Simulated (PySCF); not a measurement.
# Ga²⁺ (gallium, charge +2) across methods

[Ar] 3d10 4s1, 2S determinant. Calculation: PySCF 2.14, in x2c-QZVPPall (11s7p5d4f1g, 94 functions); scalar relativity by spin-free X2C-1e.

| method | E (hartree) | mean ε 3d α (eV) | mean ε 3d β (eV) | mean ε 4s α (eV) | Σ⟨r²⟩ (bohr²) | ⟨S²⟩ |
| --- | --- | --- | --- | --- | --- | --- |
| B3LYP | -1942.960 | -42.222 | -42.031 | -27.636 | 17.70 | 0.750 |
| M06 | -1942.912 | -42.993 | -42.894 | -27.956 | 17.55 | 0.751 |
| PW91 | -1943.087 | -39.564 | -39.304 | -26.815 | 17.74 | 0.751 |
| UHF | -1941.33841 | -51.848 | -51.740 | -29.748 | 17.69 | 0.751 |
| PBE0 | -1942.660 | -42.780 | -42.564 | -27.603 | 17.68 | 0.750 |
| r2SCAN0 | -1942.849 | -43.166 | -42.959 | -27.915 | 17.61 | 0.751 |
| LDA | -1939.758 | -39.803 | -39.566 | -27.024 | 17.71 | 0.750 |
| PBE | -1942.640 | -39.437 | -39.181 | -26.692 | 17.75 | 0.751 |
| r2SCAN | -1942.884 | -39.929 | -39.669 | -27.047 | 17.65 | 0.751 |
